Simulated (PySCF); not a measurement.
Isomers of C6H5FN2, one GFN2-xTB conformer each. Single-point energies are computed at PBE0/pcSseg-1 (PySCF, gas phase, no added dispersion term), electronic only.

```
             SMILES  GFN2-xTB relative energy (kJ/mol)
[H]/N=C\c1ccc(F)cn1                                5.5
       C=Cc1nccnc1F                                0.0
[H]/N=C\c1cncc(F)c1                               10.3
       C#CCn1nccc1F                              104.5
```

Conformers: `[H]/[N:1]=[CH:2]\[c:3]1[cH:4][cH:5][c:6]([F:7])[cH:8][n:9]1` with N1–C2–C3–C4 180°; `[CH2:1]=[CH:2][c:3]1[n:4][cH:5][cH:6][n:7][c:8]1[F:9]` with C1–C2–C3–N4 0°; `[H]/[N:1]=[CH:2]\[c:3]1[cH:4][n:5][cH:6][c:7]([F:8])[cH:9]1` with N1–C2–C3–C4 0°; `[CH:1]#[C:2][CH2:3][n:4]1[n:5][cH:6][cH:7][c:8]1[F:9]` with C2–C3–N4–N5 109°.

**Question.** What does PBE0/pcSseg-1 give for the same structures?

**Answer.** 
```csv
SMILES,PBE0/pcSseg-1 E (Eh),PBE0/pcSseg-1 (kJ/mol),GFN2-xTB (kJ/mol),point group
[H]/N=C\c1ccc(F)cn1,-440.42642,0.0,5.5,Cs
C=Cc1nccnc1F,-440.42144,13.1,0.0,Cs
[H]/N=C\c1cncc(F)c1,-440.41980,17.4,10.3,Cs
C#CCn1nccc1F,-440.34038,225.9,104.5,C1
```

GFN2-xTB puts C=Cc1nccnc1F lowest instead; measured from each level's own lowest isomer, the values differ by up to 121.4 kJ/mol (C#CCn1nccc1F: 104.5 against 225.9). As drawn, the lowest has a C=N bond and an N–H bond, which the highest lacks; the highest has a C≡C bond and an N–N linkage, which the lowest lacks. Neighbours under 10 kJ/mol apart (C=Cc1nccnc1F and [H]/N=C\c1cncc(F)c1) can change places with a better method, another conformer or zero-point energy.

**Question.** Which frontier levels, dipoles and rotational constants go with these structures?

**Answer.** 
```csv
SMILES,"HOMO (eV, PBE0/pcSseg-1)",LUMO (eV),dipole (D),"A, B, C (MHz)"
[H]/N=C\c1ccc(F)cn1,-7.62,-1.86,3.19,"5147, 1028, 856.6"
C=Cc1nccnc1F,-7.28,-2.12,1.68,"2673, 1657, 1023"
[H]/N=C\c1cncc(F)c1,-7.74,-2.05,1.04,"3768, 1133, 870.9"
C#CCn1nccc1F,-7.21,0.26,0.87,"2987, 1369, 1086"
```

**Question.** As an exercise, what shares would exp(−E/RT) give at 2000 K from these electronic energies alone (no entropy, no degeneracies)?

**Answer.** RT = 16.629 kJ/mol: [H]/N=C\c1ccc(F)cn1 55.3 %, C=Cc1nccnc1F 25.2 %, [H]/N=C\c1cncc(F)c1 19.4 %, C#CCn1nccc1F under 0.1 %.
